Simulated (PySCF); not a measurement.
Fill in the blanks.

Species: C6H18N2Si.
Numbering: `[CH3:1][CH:2]([CH3:3])[NH:4][SiH2:5][CH2:6][N:7]([CH3:8])[CH3:9]` (hydrogens: H10, H11, H12 on C1; H13 on C2; H14, H15, H16 on C3; H17 on N4; H18, H19 on Si5; H20, H21 on C6; H22, H23, H24 on C8; H25, H26, H27 on C9)

Conformer (atom-mapped SMILES and torsion angles): `[CH3:1][CH:2]([CH3:3])[NH:4][SiH2:5][CH2:6][N:7]([CH3:8])[CH3:9]`: C1–C2–N4–Si5 -137°, C2–N4–Si5–C6 180°, N4–Si5–C6–N7 36°, Si5–C6–N7–C8 -166°.

```json
{"property": "point group of the GFN2-xTB geometry", "level": "GFN2-xTB", "value": "C1"}
{"property": "rotational constants A, B, C of the GFN2-xTB geometry", "level": "GFN2-xTB", "value": "?"}
{"property": "dipole moment", "level": "PBE0/pcSseg-1", "value": "?"}
{"property": "HOMO energy", "level": "PBE0/pcSseg-1", "value": "-6.20 eV"}
{"property": "LUMO energy", "level": "PBE0/pcSseg-1", "value": "1.08 eV"}
{"property": "13C chemical shifts (computed TMS as zero) by class", "level": "GIAO PBE0/pcSseg-1", "value": "50.0 (C8/C9), 47.2 (C2), 45.6 (C6), 27.5 (C1/C3) ppm"}
{"property": "1H chemical shifts (computed TMS as zero) by class", "level": "GIAO PBE0/pcSseg-1", "value": "?"}
{"property": "isotropic shieldings of nuclei other than C and H, by class", "level": "GIAO PBE0/pcSseg-1", "value": "231 (N4), 232 (N7), 403 (Si5) ppm"}
```

Electronic properties: PySCF, gas phase, density fitting. GFN2-xTB frequencies show an imaginary mode (27i cm⁻¹), so this geometry is no minimum at that level. NMR classes are plain means over equivalent atoms (diastereotopic ones count apart unless rotation or inversion swaps them), as if these changed places fast; in this geometry the members of some classes differ.

Problem. What are the rotational constants A, B, C of the GFN2-xTB geometry?

Solution. 2.392, 0.649, 0.588 GHz.

Problem. Give the 1H chemical shifts (computed TMS as zero) by class.

Solution. 4.92 (H18/H19), 3.55 (H13), 2.25 (H22/H23/H24/H25/H26/H27), 1.80 (H20/H21), 1.17 (H10/H11/H12/H14/H15/H16), 1.04 (H17) ppm.

Problem. Give the dipole moment.

Solution. 0.95 D.

The rotational constants make it an asymmetric top with κ = (2B − A − C)/(A − C) = -0.93, nearer the prolate limit (−1). In atomic units the dipole is 0.37 e·bohr (1 au = 2.5417 D). A dipole of 0.95 D is allowed in C1, and pure rotational transitions are dipole-allowed.

For the NMR shielding job (PBE0/pcSseg-1), hardware: one thread of an Arm Neoverse V1, no GPU, shared host with 64 logical CPUs at a one-minute load of 28. Cost: 75 s (grids of density and orbitals included), 1.1 GiB resident at most.

One conformer stands for the species.
